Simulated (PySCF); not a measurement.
Computed IR spectrum (relative IR intensity) of a molecule C3H4F2O. The structure is a stationary point at B3LYP-D3(BJ)/def2-SVP. One conformer was computed; it need not be the lowest. Calculation: B3LYP-D3(BJ)/def2-SVP in PySCF. Harmonic, unscaled wavenumbers; measured fundamentals usually lie a few per cent lower.

ν (cm⁻¹): 45 (w), 253 (w), 419 (vw), 525 (m), 622 (vw), 808 (w), 1012 (w), 1025 (m), 1115 (vs), 1143 (s), 1255 (w), 1360 (m), 1372 (m), 1379 (w), 1436 (m), 1860 (s), 3100 (m) (against the strongest line: vs over 80 %, s over 45 %, m over 15 %, w over 4 %, vw less)

Problem. Pick the molecule that these values belong to.
(A) CC(=O)C(F)F
(B) O[C@H]1CC1(F)F
(C) OC1[C@@H](F)[C@@H]1F
(D) CC(F)(F)C=O

Solution. A, CC(=O)C(F)F
